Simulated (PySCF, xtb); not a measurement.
CH9ClOSi3, SMILES Cl[SiH2][Si@@H]([SiH3])OC.

GFN2-xTB (xtb) at its own geometry gives an orbital gap of 3.69 eV and a dipole moment of 2.49 D.

Coordinates come from a B3LYP-D3(BJ)/def2-SVP optimisation. The structure was generated by enumeration; whether it is a known compound was not checked. The values are those of a single conformer.

Question: What does PySCF with PBE0/def2-TZVP give? (An estimate is asked for; the answer gives what the named calculation found.)

Answer: gap 6.26 eV (levels -7.40 and -1.14 eV), dipole 1.76 D.
